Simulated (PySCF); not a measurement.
Simulated absorption spectrum

C4H9OPS.
SMILES: `CC(=O)C[P@H](C)=S`

Theory: PySCF, TDDFT B3LYP/def2-SVPD, vertical, gas phase, core orbitals frozen in the response. The structure is a single GFN2-xTB conformer in the gas phase; no vibrational or solvent corrections. Torsions of this conformer, `[CH3:1][C:2](=[O:3])[CH2:4][P@H:5]([CH3:6])=[S:7]`: C1–C2–C4–P5 -101°, C2–C4–P5–C6 -69°.

Broadening: Gaussians 0.4 eV wide at half height, area fixed by f = 4.319×10⁻⁹ ∫ε dν̃. The width is an assumption, not a result. The curve ends short of the highest state used, and states not computed would add to its high-energy end.

(λ (nm), ε (L mol⁻¹ cm⁻¹)): (225.5, 2190), (231.1, 961), (236.7, 278), (242.3, 58), (247.9, 28), (253.5, 93), (259.1, 280), (264.7, 567), (270.3, 833), (275.9, 1001), (281.5, 1187), (287.1, 1556), (292.7, 2062), (298.3, 2435), (303.9, 2430), (309.5, 2037), (315.1, 1450), (320.7, 888), (326.3, 475), (331.9, 225), (337.5, 96), (343.1, 37), (348.7, 13), (354.4, 4)

Problem. Where are the band maxima, and which computed states make them?

Solution. 301 nm (4.12 eV), ε about 2500, made up of S1 (85%) and S2 (14%) (ε in L mol⁻¹ cm⁻¹; maxima over ε = 5, shares over 10%). At its high-energy end, 5.50 eV, the curve is still rising (ε about 2200, from S4 and S5). The states used: S1 4.10 eV (f 0.031); S2 4.19 eV (f 0.0056); S3 4.54 eV (f 0.012); S4 5.49 eV (f 0.0060); S5 5.64 eV (f 0.037); S6 5.89 eV (f 0.0044); S7 6.04 eV (f 0.046); S8 6.10 eV (f 0.052).

Problem. What would ε be at 4.12 eV, the highest of these maxima, with half the width (0.2 eV)?

Solution. About 4640 L mol⁻¹ cm⁻¹ against 2490, a factor of about 1.9; a lone state at its own centre would give exactly 2.

Problem. On this curve, what absorbance would a 10⁻⁴ mol/L sample give at 308 nm over a 1 cm path?

Solution. 308 nm is 4.025 eV, where ε is about 2200 L mol⁻¹ cm⁻¹, so A = ε c l ≈ 0.22 (Beer–Lambert, with the gas-phase spectrum and the assumed width).

Problem. Coming from long wavelengths, where does ε first pass 100 L mol⁻¹ cm⁻¹?

Solution. At about 337 nm (3.68 eV), 0.42 eV below S1.
